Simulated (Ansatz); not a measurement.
Coupled-cluster diagnostics for SeOF2, Ansatz.

Geometry of the singlet (PBE-D4/def2-TZVP):

| atom | x (Å) | y (Å) | z (Å) |
| --- | --- | --- | --- |
| Se1 | -0.550 | 0.141 | 0.172 |
| O2 | -0.680 | -1.077 | -0.859 |
| F3 | 0.707 | -0.369 | 1.321 |
| F4 | 0.524 | 1.305 | -0.633 |

Correlated methods freeze 12 core orbitals; core or outer-core shells of Se are correlated, in sets that lack core-valence functions.

**Question.** Estimate the CCSD(T) correlation energy, the shares of MP2 and (T), T1 and the reference's ⟨S²⟩ for: charge 0, singlet, own geometry in def2-TZVPP; charge 1, doublet, vertical in def2-TZVPP; and the rough time on 4 threads of Intel Xeon on a shared host.

**Answer.** 
| state | basis | correlation (eV) | MP2 share (%) | (T) share (%) | T1 | ⟨S²⟩ (pure) | wall time |
| --- | --- | --- | --- | --- | --- | --- | --- |
| charge 0, singlet, own geometry | def2-TZVPP | -28.985 | 97.5 | 4.0 | 0.019 | 0.00 (0.00) | 38 s |
| charge 1, doublet, vertical | def2-TZVPP | -27.503 | 95.3 | 3.9 | 0.028 | 0.78 (0.75) | 2.7 min |
Customary marks for T1 are 0.02 (closed shells), 0.045 (open shells) and about 0.05 (3d metals). T1 exceeds 0.02 in 1 of 2 rows and 0.045 in 0; the higher it lies, the less the single-reference result can be trusted.
